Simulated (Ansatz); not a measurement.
C3H9BO can be A, `[BH3-][O+]=C(C)C`, or B, `BOCCC`.

Calculated with Ansatz (gas phase, PBE0-D4/def2-TZVP geometries, no zero-point term in ΔE). CCSD(T)/CBS is the MP2 limit (def2-TZVPP, def2-QZVPP) plus CCSD(T) − MP2 in def2-TZVPP, frozen cores. DFT in def2-TZVPP. Each species was taken in one conformer, which may not be the lowest.

Task: Which is lower in electronic energy at CCSD(T)/CBS, and by how much? (Estimate.)

Result: The calculation gave: B, by 30.6 kcal/mol.

Task: Give E(B) − E(A) in kcal/mol with CCSD/def2-TZVPP, PBE0-D4, PBE-D4, CCSD(T)/def2-TZVPP, ωB97M-V, MP2/def2-TZVPP, HF/def2-TZVPP. (Estimate.)

Result: Computed: CCSD/def2-TZVPP -31.2, PBE0-D4 -27.5, PBE-D4 -24.0, CCSD(T)/def2-TZVPP -29.7, ωB97M-V -28.4, MP2/def2-TZVPP -30.7, HF/def2-TZVPP -34.8. None reverses the order clearly.

Largest T1 diagnostic: 0.015.

The D4 term adds +0.8 kcal/mol with B3LYP and +0.4 kcal/mol with PBE0; it sums over pairs of atoms, weighted by their polarisabilities, and B3LYP, whose exchange is more repulsive, gets the larger term. From PBE to PBE0 (25 % exact exchange), in def2-TZVPP and without D4, E(B) − E(A) moves by −3.5 kcal/mol.

B3LYP here is the variant with VWN-RPA as its local correlation; programs differ in this.
